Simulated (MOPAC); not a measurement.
Input for MOPAC: PM7 on AlH5N2O (SMILES [NH2][Al]([NH2])[OH]), a point of a torsion scan.

```
PM7 1SCF PRECISE CHARGE=0 THREADS=1
AlH5N2O

N      1.19986350 1    -1.20180769 1     0.07507913 1
Al     0.32715548 1     0.02939417 1    -0.86893386 1
N      1.07455139 1     1.61160754 1    -1.19554260 1
O     -1.17725072 1    -0.29659348 1    -1.44292717 1
H      2.12205332 1    -1.08755918 1     0.46373289 1
H      0.84539308 1    -2.11895804 1     0.30140004 1
H      1.98764955 1     1.89734598 1    -0.88071322 1
H      0.64462154 1     2.35936542 1    -1.71904993 1
H     -2.04186822 1    -0.48257177 1    -1.77338162 1
```

Program output:

```
*******************************************************************************
 **                                                                           **
 **                              MOPAC v23.2.5                                **
 **                                                                           **
 *******************************************************************************
 ** MOPAC's Digital Object Identifier: https://doi.org/10.5281/zenodo.6511958 **
 **                                                                           **
 ** Please cite the open-source release paper for use of this MOPAC version:  **
 ** J. E. Moussa and J. J. P. Stewart (2026)                                  **
 ** MOPAC: An open-source semiempirical molecular orbital program             **
 ** J. Open Source Softw., 11(119), 8025, https://doi.org/10.21105/joss.08025 **
 *******************************************************************************

                              PM7 CALCULATION RESULTS

 *******************************************************************************
 *  PM7        - The PM7 Hamiltonian to be used
 *
 *
 *
 *                 CHARGE ON SYSTEM = 0
 *
 *
 *
 *  PRECISE    - TIGHTER CRITERIA TO BE USED
 *  1SCF       - DO 1 SCF AND THEN STOP
 *  THREADS=1  - MULTI-THREADING NOT USED
 *  T=         - A TIME OF 172800.0 SECONDS REQUESTED
 *  DUMP=N     - RESTART FILE WRITTEN EVERY 7200.0 SECONDS REQUESTED
 *******************************************************************************
PM7 1SCF PRECISE CHARGE=0 THREADS=1
 AlH5N2O

   ATOM   CHEMICAL          X               Y               Z
  NUMBER   SYMBOL      (ANGSTROMS)     (ANGSTROMS)     (ANGSTROMS)

     1       N          1.19986350  *  -1.20180769  *   0.07507913  *
     2      Al          0.32715548  *   0.02939417  *  -0.86893386  *
     3       N          1.07455139  *   1.61160754  *  -1.19554260  *
     4       O         -1.17725072  *  -0.29659348  *  -1.44292717  *
     5       H          2.12205332  *  -1.08755918  *   0.46373289  *
     6       H          0.84539308  *  -2.11895804  *   0.30140004  *
     7       H          1.98764955  *   1.89734598  *  -0.88071322  *
     8       H          0.64462154  *   2.35936542  *  -1.71904993  *
     9       H         -2.04186822  *  -0.48257177  *  -1.77338162  *



          CARTESIAN COORDINATES

    NO.       ATOM           X           Y           Z

     1         N          1.1999     -1.2018      0.0751
     2        Al          0.3272      0.0294     -0.8689
     3         N          1.0746      1.6116     -1.1955
     4         O         -1.1773     -0.2966     -1.4429
     5         H          2.1221     -1.0876      0.4637
     6         H          0.8454     -2.1190      0.3014
     7         H          1.9876      1.8973     -0.8807
     8         H          0.6446      2.3594     -1.7190
     9         H         -2.0419     -0.4826     -1.7734

 General Reference for PM7:
 "Optimization of Parameters for Semiempirical Methods VI: More Modifications to the
 NDDO Approximations and Re-optimization of Parameters", J. J. P. Stewart, J. Mol. Mod., 1:32, 19 (2013)
 https://link.springer.com/article/10.1007/s00894-012-1667-x

           Empirical Formula: H5 N2 O Al  =     9 atoms



      MOLECULAR POINT GROUP   :   C2v


      RHF CALCULATION, NO. OF DOUBLY OCCUPIED LEVELS = 12


 -------------------------------------------------------------------------------
 PM7 1SCF PRECISE CHARGE=0 THREADS=1
 AlH5N2O



     1SCF WAS SPECIFIED, SO BFGS WAS NOT USED
     SCF FIELD WAS ACHIEVED


                              PM7 CALCULATION
                                                       MOPAC v23.2.5 Linux




          FINAL HEAT OF FORMATION =       -115.95252 KCAL/MOL =    -485.14534 KJ/MOL


          COSMO AREA              =        109.00 SQUARE ANGSTROMS
          COSMO VOLUME            =         93.18 CUBIC ANGSTROMS

          IONIZATION POTENTIAL    =         10.064268 EV
          HOMO LUMO ENERGIES (EV) =        -10.064  3.432
          NO. OF FILLED LEVELS    =         12
          MOLECULAR WEIGHT        =         76.0338         POINT GROUP:  C2v

          MOLECULAR DIMENSIONS (Angstroms)

            Atom       Atom       Distance
            H     8    H     6     4.91710
            H     9    H     7     4.47445
            N     3    H     9     0.00300


          SCF CALCULATIONS        =          1





   ATOM   CHEMICAL          X               Y               Z
  NUMBER   SYMBOL      (ANGSTROMS)     (ANGSTROMS)     (ANGSTROMS)

     1       N          1.19986350  *  -1.20180769  *   0.07507913  *
     2      Al          0.32715548  *   0.02939417  *  -0.86893386  *
     3       N          1.07455139  *   1.61160754  *  -1.19554260  *
     4       O         -1.17725072  *  -0.29659348  *  -1.44292717  *
     5       H          2.12205332  *  -1.08755918  *   0.46373289  *
     6       H          0.84539308  *  -2.11895804  *   0.30140004  *
     7       H          1.98764955  *   1.89734598  *  -0.88071322  *
     8       H          0.64462154  *   2.35936542  *  -1.71904993  *
     9       H         -2.04186822  *  -0.48257177  *  -1.77338162  *

                             CARTESIAN COORDINATES

   1    N        1.199863500    -1.201807690     0.075079130
   2   Al        0.327155480     0.029394170    -0.868933860
   3    N        1.074551390     1.611607540    -1.195542600
   4    O       -1.177250720    -0.296593480    -1.442927170
   5    H        2.122053320    -1.087559180     0.463732890
   6    H        0.845393080    -2.118958040     0.301400040
   7    H        1.987649550     1.897345980    -0.880713220
   8    H        0.644621540     2.359365420    -1.719049930
   9    H       -2.041868220    -0.482571770    -1.773381620


           Empirical Formula: H5 N2 O Al  =     9 atoms



      MOLECULAR POINT GROUP   :   C2v


                  EIGENVALUES
 -35.83039 -34.87519 -28.94968 -18.04638 -16.82448 -16.12914 -13.92313 -13.66414
 -13.46693 -12.91857 -10.11959 -10.06427   3.43243   3.78060   4.36544   5.27624
   5.65106   6.04246   6.36094   7.87355   7.95497  20.60529  20.63456  21.73441
  24.66342  24.73740


              NET ATOMIC CHARGES AND DIPOLE CONTRIBUTIONS

  ATOM NO.   TYPE          CHARGE      No. of ELECS.   s-Pop       p-Pop       d-Pop
    1          N          -0.737985        5.7380     1.51415     4.22383
    2         Al           0.588746        2.4113     0.21620     1.27438     0.92067
    3          N          -0.738018        5.7380     1.51416     4.22386
    4          O          -0.608129        6.6081     1.58526     5.02287
    5          H           0.275570        0.7244     0.72443
    6          H           0.281563        0.7184     0.71844
    7          H           0.275577        0.7244     0.72442
    8          H           0.281552        0.7184     0.71845
    9          H           0.381124        0.6189     0.61888
 DIPOLE           X         Y         Z       TOTAL
 POINT-CHG.     0.019     0.010     0.014     0.025
 HYBRID         0.052     0.014     0.024     0.059
 SUM            0.071     0.024     0.038     0.084


          ATOMIC ORBITAL ELECTRON POPULATIONS

     Atom    s        px        py        pz      x^2-y^2     xz        z^2       yz        xy
    1  N   1.51415   1.28996   1.31845   1.61542
    2 Al   0.21620   0.39568   0.45928   0.41943   0.20475   0.16090   0.15166   0.17005   0.23330
    3  N   1.51416   1.27864   1.37678   1.56844
    4  O   1.58526   1.47577   1.78880   1.75829
    5  H   0.72443
    6  H   0.71844
    7  H   0.72442
    8  H   0.71845
    9  H   0.61888

 **********************
 *                    *
 * JOB ENDED NORMALLY *
 *                    *
 **********************




 == MOPAC DONE ==
```

The run finished.

Cost: about 0.020 core-seconds (a rough figure).
